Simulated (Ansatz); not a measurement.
Calculated with Ansatz (gas phase, PBE0-D4/def2-TZVP geometries, no zero-point term in ΔE). CCSD(T)/CBS adds triple-zeta CCSD(T) − MP2 to the extrapolated MP2 energy (def2 sets, frozen cores). DFT in def2-TZVPP. Elements past krypton have def2 core potentials. For Sn outer-core shells are correlated without core-valence functions, which leaves a few kJ/mol of doubt a bond. One conformer a species, not always the lowest.

Consider the substitution at a C–O bond: `[CH3][Al-]1([F])[O]C(C(F)(F)F)=CC(C(F)(F)F)=[O+]1` + `[OH][Sn][Cl]` → `FC(F)(F)C1=CC(C(F)(F)F)=[O+][Sn-]([Cl])[O]1` + `[CH3][Al]([OH])[F]`.

```csv
level,ΔE (kJ/mol),difference from CCSD(T)/CBS
LDA (SPW92),31.8,8.1
r2SCANh-D4,33.3,9.6
CAM-B3LYP-D4,28.3,4.6
ωB97X-V,29.6,5.9
B2PLYP,28.3,4.6
PBE,30.6,6.9
r2SCAN,34.0,10.3
CCSD(T)/def2-SVP,25.7,2.0
CCSD(T)/def2-TZVPP,28.0,4.3
HF/def2-QZVPP,39.9,16.2
CCSD(T)/CBS,23.7,0
```

Largest T1 diagnostic among the species: 0.017.

Leaving LDA and LC-ωPBE aside and taking each functional with its dispersion term where it has one, the values, not all of them listed here, spread over 12.7 kJ/mol, from BLYP-D4 to r2SCAN0-D4. The D4 term adds −6.7 kJ/mol with B3LYP and −3.7 kJ/mol with PBE0; it sums over pairs of atoms, weighted by their polarisabilities, and B3LYP, whose exchange is more repulsive, gets the larger term. In def2-TZVPP, CCSD(T) changes the Hartree–Fock value by −11.1 kJ/mol (the triples alone add −2.2 kJ/mol) and MP2 by −18.0 kJ/mol.

B3LYP here is the variant with VWN-RPA as its local correlation; programs differ in this.
